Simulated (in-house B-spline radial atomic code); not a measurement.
A calculation on Sb II (Sb+): its settings, and results tabulated from the run. Computed with a radial B-spline atomic code at the basis-set limit: non-relativistic CAM-B3LYP, spin-polarised, spherical fractional occupations, exact exchange averaged over the configuration, point nucleus.

Command:
```bash
python run_scf.py task.json out
```
Settings:
```
Z                51
configuration    [Kr] 4d10 5s2 5p2
hamiltonian      nr
method           camb3lyp
spin_polarised   True
exact_exchange   averaged over the configuration
```

Output (hartree, bohr):
```
 radial grid: 64 intervals, B-splines of order 8, outer radius 60 bohr

 iter        energy (Eh)    residual
    1       -6311.612544    6.31e-01
    2       -6313.215166    2.94e-01
    3       -6315.884531    2.91e-02
    4       -6315.921742    8.25e-03
    5       -6315.922640    1.74e-03
    6       -6315.922739    1.08e-03
    7       -6315.922768    9.10e-05
    8       -6315.922768    1.93e-05
    9       -6315.922768    1.68e-06
   10       -6315.922768    2.45e-07

 total energy                     -6315.92277
 kinetic                            6313.6323
 electron-nucleus                 -14992.9989
 Hartree                            2529.6508
 exact exchange                      -35.1283
 exchange-correlation               -131.0786

 orbital      occ     eigenvalue          <r>       <r^2>       <1/r>     <1/r^3>       r_max
 1s up      1.000     -1075.1207    0.0298185  0.00118925     50.4736           -     0.01975
 1s down    1.000     -1075.1185    0.0298185  0.00118925     50.4737           -     0.01975
 2s up      1.000      -160.7685     0.128638   0.0194334     11.5549           -      0.1092
 2s down    1.000      -160.7677     0.128638   0.0194332     11.5549           -      0.1092
 2p up      3.000      -150.6013     0.109686    0.014628     11.5592     4322.74     0.08549
 2p down    3.000      -150.5995     0.109686   0.0146281     11.5592     4322.66     0.08549
 3s up      1.000       -32.0139     0.343687    0.134812     4.18565           -      0.3125
 3s down    1.000       -32.0118     0.343682    0.134806     4.18564           -      0.3125
 3p up      3.000       -27.7800      0.33452    0.129624     4.10767     795.826      0.2991
 3p down    3.000       -27.7774     0.334523    0.129624     4.10758     795.773      0.2991
 3d up      5.000       -19.9349     0.305402    0.110402     3.96837      127.67      0.2448
 3d down    5.000       -19.9331     0.305393    0.110394     3.96844     127.675      0.2448
 4s up      1.000        -5.6531     0.820934     0.76177     1.67523           -      0.7492
 4s down    1.000        -5.6477     0.820863    0.761466     1.67501           -      0.7494
 4p up      3.000        -4.2035     0.866116    0.856193     1.56682     145.734      0.7739
 4p down    3.000        -4.1974     0.865816    0.855233     1.56683     145.681      0.7741
 4d up      5.000        -1.7642      1.02165     1.23096     1.30005     16.7532      0.8427
 4d down    5.000        -1.7563      1.01647      1.2157     1.30467     16.8626      0.8424
 5s up      1.000        -0.8547      2.25781     5.75871    0.567354           -        1.96
 5s down    1.000        -0.7776      2.25061     5.73918    0.571907           -       1.941
 5p up      2.000        -0.5491      2.66678     8.08869      0.4765     12.9075        2.27
```

Time taken, with all properties: 3.2 s on 1 thread of Arm Neoverse N1, on a shared host.
